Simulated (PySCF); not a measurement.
HOY, SMILES [OH][Y].

Geometry: PBE0-D3(BJ)/def2-TZVPD. The multiplicity is an assumed one; other spin states were not compared. The def2 effective core potentials stand for the cores of Y; spin–orbit coupling is left out.

Two levels are set side by side: TDA-PBE/def2-TZVPD (PySCF) and TDA-B3LYP/def2-TZVPD (PySCF). Vertical, same geometry. The lowest singlet is HOMO→LUMO+1 100 % with PBE and HOMO→LUMO 100 % with the other functional; states are paired by order. Differences are taken from unrounded values.

```json
[
 {"quantity": "lowest singlet excitation (eV)", "TDA-B3LYP": "1.65"},
 {"quantity": "lowest triplet excitation (TDA) (eV)", "TDA-B3LYP": "0.76"},
 {"quantity": "first bright state (f over 0.05) (eV)", "TDA-B3LYP": "2.29"},
 {"quantity": "its oscillator strength", "TDA-B3LYP": "0.09"}
]
```

Problem. What does TDA-PBE give, and how far is it from TDA-B3LYP? (An estimate is asked for; the answer gives what the named calculation found.)

Solution. 
```
quantity                               TDA-PBE  TDA-PBE minus TDA-B3LYP
-------------------------------------  -------  -----------------------
lowest singlet excitation (eV)            1.58                    -0.07
lowest triplet excitation (TDA) (eV)      0.64                    -0.12
first bright state (f over 0.05) (eV)     2.26                    -0.03
its oscillator strength                   0.09                    -0.01
```

A lower first singlet is the usual sign of a functional without exact exchange. Differences between two approximate levels are no errors against the true value.

Rough cost on one machine, each run with all the roots and properties that it gave: TDA-B3LYP against TDA-PBE within a factor of 2.
